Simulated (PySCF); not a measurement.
**Telling isomers of C11H8 apart by NMR**

Theory: geometry: GFN2-xTB, σ from GIAO-PBE0/pcSseg-1, in PySCF 2.14.0 with density-fitted response routines (relativity neglected, gas phase, rapidly exchanging positions averaged, single conformer).

δ = σ(ref) − σ, references computed at the same level: TMS for ¹H and ¹³C. Where no couplings were computed, multiplicities follow the n + 1 count of equivalent neighbours, and m marks all less simple cases (inequivalent or close neighbours, rings, F or P nearby). Shifts are as computed. Against solution values, carbons near 30 ppm lie about +3 ppm off and those near 130 ppm about +5 ppm. Of 1211 compounds with measured shifts, 218 miss one by over three times the rms of a fit or turn the order of signals round; such compounds aren't used in these exercises.

(1) Tabulate the signals of `C#Cc1ccc2c(c1)[C@@H]2C=C`, `C=C1C=CC(C#CC#CC)=C1` and their relative energies.

(2) What is the quickest way to tell C#Cc1ccc2c(c1)[C@@H]2C=C from C=C1C=CC(C#CC#CC)=C1?

Results:

(1) 
```json
{"SMILES": "C#Cc1ccc2c(c1)[C@@H]2C=C", "carbon types": "4×C 6×CH 1×CH2", "δC": "150.4, 141.6, 139.6, 138.8, 127.6, 124.3, 122.1, 119.0, 89.9, 86.0, 42.4", "δH": "7.77 (d, 1H), 7.73 (s, 1H), 7.56 (d, 1H), 5.88 (m, 1H), 5.63 (m, 1H), 5.53 (m, 1H), 4.34 (m, 1H), 2.75 (s, 1H)", "E rel. (kcal/mol)": "12.9"}
{"SMILES": "C=C1C=CC(C#CC#CC)=C1", "carbon types": "6×C 3×CH 1×CH2 1×CH3", "δC": "159.8, 143.1, 138.7, 134.7, 134.0, 131.7, 94.0, 93.2, 75.8, 72.6, 6.3", "δH": "6.71 (s, 1H), 6.65 (d, 1H), 6.37 (d, 1H), 6.18 (m, 1H), 6.18 (m, 1H), 2.29 (s, 3H)", "E rel. (kcal/mol)": "0.0"}
```

Energies are electronic energies at PBE0/pcSseg-1 on these geometries, without zero-point or thermal terms, each for the one conformer computed, which needn't be the lowest.

(2) Both give the same number of carbon signals, but DEPT or the intensities differ. The first has a three-membered-ring carbon (CH) at 42.4 ppm, the second a propargylic methyl carbon (CH3) at 6.3 ppm. Their most deshielded carbons lie at 150.4 and 159.8 ppm. In the proton spectra the most deshielded non-exchanging signals are 7.77 (d, 1H) and 6.71 (s, 1H).
